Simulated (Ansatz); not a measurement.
Ideal-gas functions of CH₄FGeIn (`[F][GeH]1[CH2][InH]1`) at 600 K and 1 bar, from an Ansatz frequency run at PBE0-D4/def2-TZVP.

Molar mass 222.47 g/mol, point group C1 (symmetry number 1), electronic degeneracy 1, moments of inertia 68.162, 457.264, 477.048 u Å². Harmonic wavenumbers (cm⁻¹, unscaled): 81, 108, 233, 254, 323, 409, 438, 588, 645, 667, 690, 818, 851, 1352, 1837, 2099, 3051, 3157.

Use S(trans) = R[1.5 ln M + 2.5 ln T − 1.1517]; rotational temperatures θ = 24.2544 K / I; S(rot) = R[ln(√π/σ · √(T³/θAθBθC)) + 1.5]; for each mode x = 1.438777 ν̃/T, S = R[x/(eˣ − 1) − ln(1 − e⁻ˣ)] and H = RT x/(eˣ − 1); 1 cm⁻¹ = 0.0119627 kJ/mol; R = 8.31446 J/(mol·K).

Q: By hand: the entropy, in J/(mol·K).

A: Translation 190.8. Rotation: θ = 0.3558, 0.053, 0.0508 K, giving 125.9. Vibration, mode by mode: 21.95, 19.57, 13.26, 12.56, 10.64, 8.80, 8.28, 6.11, 5.47, 5.24, 5.02, 3.93, 3.69, 1.43, 0.56, 0.33, 0.05, 0.04, in all 126.9. Electronic 0.0. Sum 443.6 J/(mol·K).

Q: By hand: H − E and G − E in kJ/mol, counted from the electronic energy.

A: Zero-point energy ½ × 17601 × 0.0119627 = 105.3; thermal vibration 37.9; translation, rotation and pV give 4 RT = 20.0. H − E = 163.2 kJ/mol, and G − E = 163.2 − 600 × 443.6/1000 = -103.0 kJ/mol.

Vibration gives 29 % of the entropy, 41.5 J/(mol·K) of it from the modes under 150 cm⁻¹: soft modes count most, and the harmonic formula is weakest for them. The sum counts one conformer and one mirror image; others add a mixing term.
